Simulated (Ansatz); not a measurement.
C2H7OSi (`[CH2][SiH](C)O`) radical. The species carries charge 0 and has multiplicity 2.

```tsv
atom	x (Å)	y (Å)	z (Å)
C1	-1.518	0.509	-0.622
Si2	-0.159	-0.588	-0.030
C3	1.462	0.330	-0.103
O4	-0.488	-1.167	1.484
H5	-1.343	1.436	-1.160
H6	-2.568	0.257	-0.496
H7	-0.083	-1.819	-0.863
H8	1.685	0.632	-1.130
H9	1.439	1.233	0.513
H10	2.280	-0.302	0.249
H11	-0.706	-0.521	2.158
```

Question: What are the harmonic wavenumbers in cm⁻¹ at PBE0-D4/def2-TZVP (Ansatz, finite differences of forces, unscaled)? (An estimate is asked.)

Answer: The calculation gave: 110, 159, 192, 212, 274, 287, 581, 638, 659, 720, 760, 789, 812, 891, 897, 923, 1275, 1393, 1447, 1449, 2212, 3046, 3126, 3136, 3138, 3229, 3922.

Question: Is this a minimum?

Answer: Yes, all 27 modes are real.

Question: Give the ideal-gas thermochemistry at 298.15 K and 1 bar (rigid rotor, harmonic oscillator; point group C1, symmetry number 1).

Answer: Zero-point energy 217.0 kJ/mol; H(298) − E = 238.3 kJ/mol; entropy 340.6 J/(mol·K), of which translation 162.7, rotation 106.1, vibration 66.0, electronic 5.8; G(298) − E = 136.7 kJ/mol.

Question: Rotational constants (cm⁻¹)?

Answer: 0.2074, 0.1921, 0.1159.
